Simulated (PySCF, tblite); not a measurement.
Problem. Give a GFN2-xTB geometry of InChI=1S/C8H7F3O/c1-5-6(4-12-2)3-7(5)8(9,10)11/h3-4H,1H2,2H3/b6-4-.

Solution. 
Z-matrix in Å and degrees, rows numbered from 1:
```
C 
C   1  1.3192
C   2  1.4807  1  136.53
C   3  1.4798  2  132.93  1     0.27
F   4  1.3438  3  112.46  2  -171.12
F   4  1.3503  3  112.75  2    68.83
F   4  1.3471  3  112.71  2   -50.68
C   3  1.3584  2   92.56  1  -179.99
C   8  1.4629  3   92.71  2     0.03
C   9  1.3326  2  137.08  1     0.09
O  10  1.3484  9  122.68  2    -0.04
C  11  1.4097 10  116.08  9  -179.97
H   1  1.0769  2  121.67  3     0.06
H   1  1.0758  2  120.59  3   179.96
H   8  1.0728  3  134.03  2   179.97
H  10  1.0865  9  120.27  2   179.98
H  12  1.0883 11  106.29 10   179.84
H  12  1.0947 11  111.28 10    60.86
H  12  1.0947 11  111.30 10   -61.19
```

The 7 C–C bonds span 1.319 Å (C1=C2, drawn double) to 1.494 Å (C2–C9, drawn single), a spread of 0.175 Å. The 4-membered ring C2–C3–C8–C9 has internal angles of 86.8° to 92.7°; it is planar, 0.00 Å rms from its mean plane, widest ring torsion 0°. The 2 C–O bonds span 1.348 Å (C10–O11, drawn single) to 1.410 Å (O11–C12, drawn single), a spread of 0.062 Å. O11 (ether oxygen) is bent (angle 116.1°).

The geometry is computed with GFN2-xTB (gas phase).

Point group: near Cs, missed by 0.35 Å at most; the miss may be what the optimiser left on a soft mode. Its lowest GFN2-xTB frequency is 14 cm⁻¹, too small to tell a flat minimum from a shallow saddle. The numbers are those of one conformer (C9–C10–O11–C12 180°).
